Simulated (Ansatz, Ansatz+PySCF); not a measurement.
```xyz
3

H     0.0000    0.2963   -1.1756
P     0.0000   -0.6044   -0.0046
O     0.0000    0.3080    1.1802
```

Basis set: def2-SVP (spherical functions). Left uncorrelated: 6 orbitals. Charge 0, multiplicity 1.

Computed with Ansatz (development build ahead of 0.2.0); each method stands on the lowest determinant of its kind that the runs found. Restricted open shells among the atoms or ions are ROHF, correlated in semicanonical orbitals with singles.

The atomization energy at this shape (free ground-state atoms in the same class of orbitals less the molecule, no zero-point energy) of singlet PHO:

| method | atomization energy |
| --- | --- |
| RHF-CCSD(T) | 751.9 kJ/mol |
| UHF-CCSD(T) | 749.5 kJ/mol |
| UHF-MP2 | 724.4 kJ/mol |
| RHF | 414.9 kJ/mol |
| UHF | 405.2 kJ/mol |

(1) What does RHF-MP2 give?

## Answers

(1) 773.1 kJ/mol. Caution for UHF-CCSD(T), UHF-MP2, UHF: the unrestricted determinant is spin contaminated.
